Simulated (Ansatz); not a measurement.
`[F][Zr]([F])([F])[Br]` + `N=C=O` → `O=C=[N][Zr]([F])([F])[F]` + HBr at 500 K and 1 bar (ligand exchange at a Zr–Br bond).

Computed with Ansatz on PBE0-D4/def2-TZVP structures; ΔE is electronic, products minus reactants. CBS: MP2 limit from def2 TZ/QZ plus the TZ coupled-cluster correction, frozen cores. This one scheme is used for every species. def2 core potentials past Kr. For Br, Zr outer-core shells are correlated without core-valence functions, which leaves a few kJ/mol of doubt a bond. Scalar relativity is left out up to krypton. Each species was taken in one conformer, which may not be the lowest.

| species | CCSD(T)/CBS energy (Eh) | H − E (kJ/mol) | S (J/(mol·K)) |
| --- | --- | --- | --- |
| `[F][Zr]([F])([F])[Br]` | -2920.00900 | 58.5 | 406.3 |
| `N=C=O` | -168.51995 | 77.7 | 264.2 |
| `O=C=[N][Zr]([F])([F])[F]` | -514.59914 | 100.9 | 453.6 |
| HBr | -2573.91920 | 30.5 | 213.7 |

H − E and S are ideal-gas, rigid-rotor, harmonic terms from PBE0-D4/def2-TZVP, for one conformer and one mirror image of each species. 1 Eh = 2625.50 kJ/mol, R = 8.31446 J/(mol·K).

Question: By hand: ΔE, ΔH, ΔS and ΔG.

Answer: ΔE = (-514.59914) + (-2573.91920) − (-2920.00900) − (-168.51995) = 0.01061 Eh = 27.9 kJ/mol. Δ(H − E) = 100.9 + 30.5 − 58.5 − 77.7 = -4.8, so ΔH = 23.1 kJ/mol. ΔS = 453.6 + 213.7 − 406.3 − 264.2 = -3.2 J/(mol·K). ΔG = 23.1 − 500 × (-3.2)/1000 = 24.7 kJ/mol.

Question: By hand: the equilibrium constant, and the temperature at which ΔG would vanish if ΔH and ΔS stayed fixed.

Answer: log₁₀ K = −ΔG/(RT ln 10) = -2.6. ΔH and −TΔS have one sign here, so there is no such temperature. One of them is within its doubt of zero, so this could turn.

The number of gas molecules stays the same, so ΔS is small and ΔH decides. A doubt of 5 kJ/mol in ΔE shifts log₁₀ K by 0.5 here. Other conformers and mirror images would add mixing entropy, several J/(mol·K) or more a flexible species. Modes under 60 cm⁻¹, often nearly free rotors, make the harmonic entropy too high. These are equilibria of isolated gas molecules and say nothing of rates. Largest T1 diagnostic: 0.018 (customary marks: 0.02 for closed shells, 0.045 for open ones).
